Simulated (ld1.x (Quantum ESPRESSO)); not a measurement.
# Reading a pseudo-wave (In)

Columns: radius, all-electron u(r) and pseudo u(r) of the 5s shell (level -9.20 eV) of indium in the configuration [Kr] 4d10 5s1 5p2; PBE, scalar-relativistic, TM scheme, ld1.x (Quantum ESPRESSO) 7.5.

```csv
r (bohr),all-electron,pseudo
0.155,0.0237,0.0878
0.310,0.1762,0.1553
0.465,-0.1356,0.1905
0.620,-0.3229,0.1975
0.775,-0.2871,0.1945
0.930,-0.1211,0.2026
1.085,0.0833,0.2397
1.240,0.2743,0.3188
1.395,0.4306,0.4344
1.550,0.5473,0.5473
1.705,0.6272,0.6272
1.860,0.6759,0.6759
2.015,0.6993,0.6993
2.170,0.7034,0.7034
2.325,0.6929,0.6929
2.480,0.6718,0.6718
2.635,0.6431,0.6431
2.790,0.6096,0.6096
2.945,0.5730,0.5730
3.100,0.5349,0.5349
3.255,0.4964,0.4964
3.410,0.4583,0.4583
3.565,0.4213,0.4213
3.720,0.3858,0.3858
3.875,0.3520,0.3520
4.030,0.3203,0.3203
```

Question: How many radial nodes do the two functions have?

Answer: The all-electron 5s function has n − l − 1 = 4 (the table is too coarse to show those close to the nucleus); the pseudo-wave has 0, since the states of the same l below it are removed with the core.

Question: At about which radius was the pseudo-wave matched?

Answer: 1.60 bohr, where the columns begin to agree (steps of 0.15 bohr).

Question: Where does each function peak?

Answer: Outermost all-electron maximum near 2.17 bohr, pseudo maximum near 2.17 bohr (to the table’s step).

Question: Is the pseudo-wave norm-conserving?

Answer: Yes: the TM scheme keeps the norm inside the radius equal to the all-electron one, which fixes the energy derivative of the logarithmic derivative at the level.
